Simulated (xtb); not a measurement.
C2H2BF3, SMILES F/C=C\B(F)F. All values are semi-empirical tight-binding results from xtb (GFN2-xTB unless named), good for trends rather than for accurate numbers. Coordinates come from a GFN2-xTB optimisation. The structure was generated by enumeration; whether it is a known compound was not checked. Other conformers were not sampled.

Computed properties:
```json
{
 "point_group_as_xtb_finds_it": "Cs",
 "orbital_gap": "4.26 eV",
 "dipole_moment": "3.13 D",
 "zero_point_energy": "26.9 kcal/mol",
 "G − E(el) at 298.15 K (modified RRHO)": "7.8 kcal/mol",
 "static polarisability (D4 model)": "42.4 bohr³",
 "solvation energy, GFN2-xTB/ALPB(water)": "-2.7 kcal/mol",
 "solvation energy, GFN2-xTB/ALPB(acetonitrile)": "-3.6 kcal/mol"
}
```

Computed IR lines (harmonic; lines under 4 % of the strongest left out, lines within 3 cm⁻¹ merged):
ν (cm⁻¹): 418 (w), 567 (m), 794 (w), 1035 (m), 1204 (s), 1242 (s), 1307 (vs), 1344 (s), 1659 (vs), 3051 (w) (against the strongest line: vs over 80 %, s over 45 %, m over 15 %, w over 4 %, vw less)
